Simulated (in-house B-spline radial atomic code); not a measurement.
**The phosphorus ion P³⁺: [Ne] 3s1 (4f7/2)1 (an excited or competing configuration)**

Level of theory: Dirac-Hartree-Fock, average of the jj configuration, Fermi nucleus of rms radius 3.1889 fm; calculated with a B-spline radial code for spherical atoms.

Effective charges: Z_r = [3n² - l(l+1)]/(2<r>) from the radius, Z_e = n√(-2ε) from the energy, and Slater's rules. Values are occupation-weighted means over j.

```tsv
shell	electrons	ε (eV)	<r> (bohr)	Z_r	Z_e	Slater
1s	2	-2234.4	0.1034	14.51	12.82	14.70
2s	2	-254.61	0.5121	11.72	8.65	10.85
2p	6	-196.33	0.4798	10.42	7.60	10.85
3s	1	-57.783	1.618	8.34	6.18	6.20
4f	1	-13.704	4.434	4.06	4.01	4.00
```

The least bound orbital is 4f7/2 at -13.7 eV, and it is also the most diffuse (<r> = 4.434 bohr).

For the 1s electron the small component carries 0.284 % of the norm, the zero-frequency Breit interaction raises the level by 1.406 eV, self-energy by 0.6107 eV, and vacuum polarisation lowers it by 0.03916 eV.
